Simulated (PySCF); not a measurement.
## Rotational lines of BiAs

Lines J+1 ← J of the vibrational ground state, computed from RHF-CCSD(T) constants of BiAs, ¹Σ⁺ (singlet), closed shell (basis Bi def2-SVP with ECP60, As def2-SVP; scalar-relativistic core potentials; PySCF 2.14; masses 208.9804 and 74.9216 u), in MHz:

```
J  ν (MHz)
0   3093.7
1   6187.5
2   9281.2
3  12374.9
4  15468.6
```

(1) Find B0 and the effective bond length r0; with αe = 0.000144 cm⁻¹, find Re.

Correlated steps freeze 13 core orbitals. Correlated levels converge slowly with the basis: in double zeta they bind strong bonds too weakly, by up to about 1 eV, and carry superposition errors of some tenths. These are scalar-relativistic numbers at best; spin–orbit coupling would shift them, the dissociation energy most. Where the molecule has an RHF reference, its open-shell atoms are computed with UHF.

Answers

(1) ν = 2B0(J+1) − 4D(J+1)³ gives B0 = 0.051598 cm⁻¹. With the reduced mass μred = 55.150 u, r0 = √(16.8576/(μred·B0)) (u, cm⁻¹, Å) = 2.4339 Å. Be = B0 + αe/2 = 0.051670 cm⁻¹ gives Re = 2.432 Å.
